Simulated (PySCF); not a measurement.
HCl3Ge, singlet, at a GFN2-xTB geometry.

Input for PySCF:
```python
from pyscf import gto, scf, dft

mol = gto.M(
    atom='''
Ge   -0.029779   -0.002099    0.416850
Cl   -0.201481    1.973713   -0.305508
Cl    1.836427   -0.791700   -0.173849
Cl   -1.570755   -1.177489   -0.419194
H    -0.138315   -0.009749    1.936159
''',
    basis='6-31g*',
    charge=0,
    spin=0,
    verbose=5,
)

mf = dft.RKS(mol)
mf.xc = 'mn12l'
mf.kernel()
```

Task: What does this run give for the nuclear repulsion energy, HOMO-LUMO gap, number of basis functions, dipole moment?

Result: 
The nuclear repulsion energy comes out as 562.7498 Eh and the HOMO-LUMO gap is 6.84 eV. The number of basis functions comes out as 88 and the dipole moment is 1.60 D.

Task: Roughly what does it cost on one core?

Result: very roughly 14 core-seconds.
